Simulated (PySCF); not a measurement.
A structure optimised at PBE-D3(BJ)/def2-SVP, used in a PySCF frequency run:

```
Mo
N 1 1.7260
H 2 1.0284 1 153.73
F 1 1.8579 2 108.23 3 122.28
S 1 2.1252 2 107.44 3 3.64
Cl 1 2.2763 2 107.23 3 -113.09
```

Problem. Write its SMILES and formula.

Solution. [NH]=[Mo]([F])(=[S])[Cl], ClFHMoNS

Problem. What are its rotational constants (standard atomic weights)?

Solution. 2.4235, 1.7242, 1.4105 GHz
